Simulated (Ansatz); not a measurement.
Start from `[CH3][Y]([CH3])[NH2]` and change one atom or group to get `[CH3][Y]([CH3])[F]`.

Ansatz, PBE0-D4/def2-TZVP geometries, multiplicity 1. Each molecule was computed in one conformer, which needn't be the lowest.

Elements past krypton have def2 core potentials.

```
                                        property  `[CH3][Y]([CH3])[NH2]`
size of the dipole moment (B3LYP/def2-TZVPP) / D                    2.37
           HOMO energy (ωB97M-V/def2-TZVPP) / eV                   -8.48
         HOMO–LUMO gap (ωB97M-V/def2-TZVPP) / eV                    8.08
              LUMO energy (PBE0/def2-TZVPP) / eV                   -1.53
  size of the dipole moment (PBE/def2-TZVPP) / D                    2.27
             LUMO energy (B3LYP/def2-TZVPP) / eV                   -1.88
```

Task: What does the change do to each property? (Best estimate.)

Result: Ansatz gave: 
```csv
property,`[CH3][Y]([CH3])[F]`,shift
size of the dipole moment (B3LYP/def2-TZVPP) / D,3.92,1.55
HOMO energy (ωB97M-V/def2-TZVPP) / eV,-8.77,-0.29
HOMO–LUMO gap (ωB97M-V/def2-TZVPP) / eV,7.88,-0.20
LUMO energy (PBE0/def2-TZVPP) / eV,-1.94,-0.41
size of the dipole moment (PBE/def2-TZVPP) / D,3.70,1.43
LUMO energy (B3LYP/def2-TZVPP) / eV,-2.30,-0.42
```

With PBE0 the HOMO falls by 0.32 eV and the LUMO falls by 0.41 eV, so the gap narrows by about 0.09 eV. PBE moves the HOMO by -0.32 eV and ωB97M-V by -0.29 eV. Dipoles are sizes alone; their direction can turn.

B3LYP here is the variant with VWN-RPA as its local correlation; programs differ in this.
